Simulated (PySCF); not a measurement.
# Vertical excitation energies

Species: C4H11NP2.
InChI=1S/C4H11NP2/c1-3-4-7(2,5)6/h3,5H,1,4,6H2,2H3/t7-/m0/s1

Method: TDDFT CAM-B3LYP/def2-SVPD, vertical, gas phase, core orbitals frozen in the response in PySCF. Geometry: GFN2-xTB, one conformer, isolated molecule. Torsions of this conformer, `[CH2:1]=[CH:2][CH2:3][P@@:4]([CH3:5])(=[NH:6])[PH2:7]`: C1–C2–C3–P4 -106°, C2–C3–P4–C5 65°, H–P7–P4–C3 180°, H–P7–P4–C3 87°.

Problem. What does the calculation give for the low-lying excited states?

Solution. 

```tsv
state	E (eV)	λ (nm)	ν̃ (cm⁻¹)	f	|μ| (D)	main configurations (H = HOMO, L = LUMO)
S1	5.24	236.8	42230	0.054	1.65	H→L (58%), H→L+1 (20%), H→L+3 (12%)
S2	5.51	224.9	44460	0.043	1.43	H→L+1 (64%), H→L (26%)
S3	6.16	201.4	49650	0.055	1.53	H→L+2 (65%), H-1→L (8%)
S4	6.28	197.6	50610	0.071	1.72	H→L+3 (60%), H-1→L (9%)
S5	6.42	193.1	51780	0.057	1.53	H-1→L (36%), H-1→L+1 (21%), H→L+3 (14%)
S6	6.52	190.2	52570	0.097	1.98	H-1→L+1 (54%), H-1→L (27%)
S7	6.76	183.5	54510	0.0066	0.51	H→L+4 (34%), H→L+7 (20%), H→L+5 (13%)
S8	6.94	178.7	55960	0.030	1.06	H→L+8 (53%), H→L+5 (11%)
```

Triplets (Tamm–Dancoff): T1 4.22 eV, H-2→L (40%), H→L (27%), H-1→L (15%); T2 4.89 eV, H→L+1 (25%), H→L (20%), H→L+2 (18%); T3 5.04 eV, H→L+1 (43%), H→L (18%), H→L+3 (15%).

The lowest singlet lies at 5.24 eV (237 nm, ultraviolet) and is of moderate strength; its leading configuration is HOMO→LUMO (58%). The most intense listed level is S6 at 6.52 eV (190 nm, f = 0.097), 1.28 eV above S1. Löwdin shares by element: HOMO nitrogen 52%, phosphorus 26%, carbon 7% or more (atoms not listed hold the other 15%); LUMO carbon 49% or more, phosphorus 16% (atoms not listed hold the other 36%). Of the 8 states listed, 7 reach f = 0.01 and none stays under 0.0005. Orbital energies (eV): HOMO-3 -9.61, HOMO-2 -9.53, HOMO-1 -8.46, HOMO -7.53, LUMO 0.61, LUMO+1 1.03, LUMO+2 1.23. Weighted by f, the mean energy of these states is 6.18 eV. No computed singlet lies in the visible range (380 to 750 nm); the lowest, at 237 nm, stands 1.97 eV above its violet end (3.26 eV). The window holds the lowest 8 singlets.
